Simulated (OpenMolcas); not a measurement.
## Cr4+: moving or changing the point charges

Cr4+ among 6 point charges of -1 e arranged as a tetragonal octahedron (D4h), 1.89 Å from the ion, with the axial distance 1.682 Å.

| Item | Value |
| --- | --- |
| Program | OpenMolcas 26.06 |
| Method | SS-CASPT2, IPEA 0.25 Eh, imaginary shift 0.1 Eh (closed shells correlated: 3s 3p) |
| Basis | ANO-RCC-VDZP [5s4p2d1f] |
| Scalar Hamiltonian | DKH2, point nucleus |
| Active space | 2 electrons in 5 orbitals (3d) |
| State averaging | 2S+1 = 3 even, 10 roots; 2S+1 = 1 even, 15 roots |
| Spin-orbit coupling | state interaction with AMFI integrals over the reference wave functions |

Runs around this geometry, states (labels of D4, the rotations of D4h). Energies in cm-1 above the lowest state or level, χT in cm3 K/mol.

```csv
R (Å),q (e),Axial / equatorial distance,Ground state,First state of that spin,First gap with spin-orbit (degeneracies),χT at 300 K,First state of another spin
1.89,-1,0.82,3E,3A2 1290,"24 (1, 1)",0.580,1E 13920
1.89,-0.5,0.89,3E,3A2 430,"47 (1, 1)",0.574,1E 13550
1.75,-1,0.89,3E,3A2 790,"34 (1, 1)",0.592,1E 13930
1.89,-1,0.89,3E,3A2 630,"41 (1, 1)",0.581,1E 13730
1.99,-1,0.89,3E,3A2 590,"44 (1, 1)",0.577,1E 13640
```

Taking the first state of the same spin as R^-n, n = -ln(590 / 790) / ln(1.99 / 1.75) = 2.3 between the shortest and longest distance.

Scaling the charges by -0.5 / -1 = 0.50 scales the first state of the same spin by 430 / 630 = 0.68; with fixed orbitals a first-order splitting would follow the charge.

An orbital doublet at a regular site is open to a Jahn-Teller distortion, which this geometry leaves out. Free-ion shares, where given, are those of the reference states; single-state CASPT2 does not remix them. The ground term spreads over less than 5000 cm-1, several times less than with real ligands, so orbital moments are less quenched and χT lies further from the spin-only value than at real sites (holds for R = 1.89, q = -0.5, ratio = 0.89; R = 1.99, q = -1, ratio = 0.89). Point charges carry no covalency, so the field is a model and not that of real ligands. No measured value stands beside these numbers.
